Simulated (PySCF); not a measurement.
# Working with the constants of RbF⁻

UHF-CCSD(T) constants of RbF⁻, ²Σ⁺ (doublet), unpaired electrons σ ↑ (basis Rb def2-SVPD with ECP28, F def2-SVPD; scalar-relativistic core potentials; PySCF 2.14; masses 84.9118 and 18.9984 u):

* ωe: 292.6 cm⁻¹
* ωexe: 2.04 cm⁻¹
* Be: 0.17696 cm⁻¹
* αe: 0.00167 cm⁻¹
* D (centrifugal): 2.59e-07 cm⁻¹
* De to Rb + F⁻: 1.84 eV

Problem. Give the vibrational terms G(v) and spacings up to v = 6.

Solution. G(v) = ωe(v+½) − ωexe(v+½)².

```csv
v,G(v) (cm⁻¹),G(v) − G(v−1),Bv (cm⁻¹)
0,145.8,,0.1761
1,434.3,288.5,0.1745
2,718.8,284.4,0.1728
3,999.1,280.4,0.1711
4,1275.4,276.3,0.1694
5,1547.6,272.2,0.1678
6,1815.7,268.1,0.1661
```

Problem. How well does the Morse estimate ωe²/(4ωexe) reproduce De, and what is D0?

Solution. It gives 1.30 eV, 71 % of the computed De. D0 = De − G(0) = 1.84 − 0.02 = 1.82 eV.

Correlated steps freeze 1 core orbital. Correlated levels converge slowly with the basis: in double zeta they bind strong bonds too weakly, by up to about 1 eV, and carry superposition errors of some tenths. Spin–orbit coupling is left out. For an ion De counts to the pair picked by the measured ionisation energies or electron affinities, which need not be the lowest pair at this level. The state is the lowest determinant that a PBE0 search found; another state may lie lower at other levels.
